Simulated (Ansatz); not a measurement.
ClTl, charge -1, doublet, at a GFN2-xTB geometry (such geometries of metal compounds can be far from the true shape) (a state made from the parent by changing its charge; the spin is typed, not shown lowest) (core potentials on Tl) (a gas-phase anion, which may not be bound at this level); CASSCF(3,4)/def2-SVP run with Ansatz (a quantum-chemistry and plane-wave program).

Input for Ansatz:
Ansatz 0.2 input:
```yaml
crystal:
  periodic: [false, false, false]
  atoms:
    - {symbol: Tl, position_ang: [-0.00000000, -0.00000000, -0.47641045]}
    - {symbol: Cl, position_ang: [0.00000000, 0.00000000, 2.26995569]}
basis:
  gaussian:
    orbitals: def2-SVP
hamiltonian:
  xc: hf
total_charge: -1
correlation: {active_space: {window: {electrons: 3, orbitals: 4}}}
magnetization: {spin_polarized: false, initial_magnetization: 1}
```

What the program printed (banner, timings and long lists left out):

```
Functional definition: HF
511 factors; integrals over basis functions are off by at most 2.3e-4 eV
mean field evaluation 1: about -17168.3175 eV, gradient 7.6e0 eV
mean field evaluation 2: about -17168.3710 eV, gradient 7.3e0 eV
mean field evaluation 4: about -17168.6128 eV, gradient 5.3e-1 eV
mean field evaluation 8: about -17168.6179 eV, gradient 1.0e-1 eV
mean field evaluation 16: about -17168.6178 eV, gradient 1.5e-1 eV
mean field -17168.61805904 eV, -630.9350763624 hartree, gradient 4.2e-6 eV, S^2 0.750000; 2 other end points of the search recorded, 0 dependent functions left out
reference -17168.61805904 eV, -630.9350763624 hartree; 20, 19 occupied and 24, 25 virtual orbitals, 511 factors
state -17169.04191912 eV, -630.9506529331 hartree
Total energy: -17169.04191912 eV, -630.9506529331 hartree
```
